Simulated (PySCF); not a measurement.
Computed shifts of a molecule C3H7ClSi, PBE/pcSseg-1 in PySCF, GIAO, gas phase, atoms alike by connectivity averaged where their shifts nearly agree, in ppm (number of nuclei): ¹³C: 159.8 (1), 135.6 (1), -4.8 (1). ²⁹Si: -37.3 (1). ¹H: 6.40 (2), 4.71 (2), 0.70 (3). References: ¹³C against TMS (σ = 182.0 ppm); ³⁵Cl against HCl (σ = 936.5 ppm); ²⁹Si against TMS (σ = 335.4 ppm); ¹H against TMS (σ = 31.49 ppm), references at their B3LYP-D3(BJ)/def2-TZVP geometries, non-relativistic (without spin–orbit terms, shifts of atoms bonded to Cl or Br come out too high). Geometry: B3LYP-D3(BJ)/def2-SVP. One conformer was computed; it need not be the lowest.

**Question.** Which molecule gave these data?
(A) ClC1C[SiH2]C1
(B) C=C[Si@H](C)Cl
(C) C[SiH2]/C=C/Cl
(D) C=C(Cl)[SiH2]C

**Answer.** D, C=C(Cl)[SiH2]C
